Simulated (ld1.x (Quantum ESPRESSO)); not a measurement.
**How hard is this Ni (Z = 28) TM potential?**

ld1.x (Quantum ESPRESSO) 7.5 input, shortened:

```
&input
   title='Ni', zed=28., rel=2, dft='PZ', iswitch=3,
   config='[Ar] 3d8 4s2 4p0', rel_dist='average'
 /
 &inputp
   pseudotype=2, tm=.true., lloc=2,
   nlcc=.false.
 /
3
4S  1  0   2.00   0.00  2.05  2.05  0.0
4P  2  1   0.00   0.00  2.15  2.15  0.0
3D  3  2   8.00   0.00  1.45  1.45  0.0
 &test
   configts(1)='3d8 4s2 4p0'
 /
```

Open shells are filled in proportion to 2j + 1 (rel_dist='average').

The pseudo-atom Hamiltonian at the reference potential is diagonalised in spherical Bessel functions j_l(qr) that vanish at 20 bohr, with q² up to the cutoff. All-electron valence levels (Ry): 4s -0.4311, 4p1/2 -0.1015, 4p3/2 -0.0973, 3d3/2 -0.6822, 3d5/2 -0.6645.

Task: How do the lowest levels (Ry) of each channel move with the cutoff, and are there ghosts?

Result:

```json
{"cutoff (Ry)": "8", "s #1": "-1.1647", "s #2": "-0.4255", "p1/2 #1": "-0.1008", "p1/2 #2": "0.0493", "p3/2 #1": "-0.0967", "p3/2 #2": "0.0500", "d3/2 #1": "0.0644", "d5/2 #1": "0.0644", "d5/2 #2": "0.1455", "f #1": "0.1143", "f #2": "0.2429", "Σ f·Δε (mRy)": "5899.7"}
{"cutoff (Ry)": "21", "s #1": "-11.0479", "s #2": "-0.4300", "p1/2 #1": "-0.1015", "p1/2 #2": "0.0493", "p3/2 #1": "-0.0974", "p3/2 #2": "0.0499", "d3/2 #1": "0.0640", "d5/2 #1": "0.0640", "d5/2 #2": "0.1430", "f #1": "0.1143", "f #2": "0.2429", "Σ f·Δε (mRy)": "5887.3"}
{"cutoff (Ry)": "45", "s #1": "-16.5569", "s #2": "-0.4311", "p1/2 #1": "-4.4139", "p1/2 #2": "-0.1015", "p3/2 #1": "-4.6347", "p3/2 #2": "-0.0973", "d3/2 #1": "0.0524", "d5/2 #1": "0.0524", "d5/2 #2": "0.0956", "f #1": "0.1143", "f #2": "0.2429", "Σ f·Δε (mRy)": "5792.5"}
{"cutoff (Ry)": "90", "s #1": "-17.6287", "s #2": "-0.4311", "p1/2 #1": "-6.0814", "p1/2 #2": "-0.1015", "p3/2 #1": "-6.2732", "p3/2 #2": "-0.0973", "d3/2 #1": "-0.6382", "d5/2 #1": "-0.6382", "d5/2 #2": "0.0662", "f #1": "0.1143", "f #2": "0.2429", "Σ f·Δε (mRy)": "267.4"}
{"cutoff (Ry)": "160", "s #1": "-17.6338", "s #2": "-0.4311", "p1/2 #1": "-6.1270", "p1/2 #2": "-0.1015", "p3/2 #1": "-6.3169", "p3/2 #2": "-0.0973", "d3/2 #1": "-0.6713", "d5/2 #1": "-0.6713", "d5/2 #2": "0.0661", "f #1": "0.1143", "f #2": "0.2429", "Σ f·Δε (mRy)": "2.5"}
{"cutoff (Ry)": "300", "s #1": "-17.6347", "s #2": "-0.4311", "p1/2 #1": "-6.1280", "p1/2 #2": "-0.1015", "p3/2 #1": "-6.3178", "p3/2 #2": "-0.0973", "d3/2 #1": "-0.6716", "d5/2 #1": "-0.6716", "d5/2 #2": "0.0661", "f #1": "0.1143", "f #2": "0.2429", "Σ f·Δε (mRy)": "0.0"}
{"cutoff (Ry)": "400", "s #1": "-17.6347", "s #2": "-0.4311", "p1/2 #1": "-6.1280", "p1/2 #2": "-0.1015", "p3/2 #1": "-6.3178", "p3/2 #2": "-0.0973", "d3/2 #1": "-0.6716", "d5/2 #1": "-0.6716", "d5/2 #2": "0.0661", "f #1": "0.1143", "f #2": "0.2429", "Σ f·Δε (mRy)": "0.0"}
```

Result: ghost states, extra bound levels that the all-electron valence spectrum of the same l lacks: s at -239.9 eV, p3/2 at -86.0 eV, p1/2 at -83.4 eV (a true bound ghost makes a file unfit for plane-wave use); 10 mRy is reached at 140 Ry and 1 mRy at 230 Ry.

1 of 7 tests not solved or not reliable.
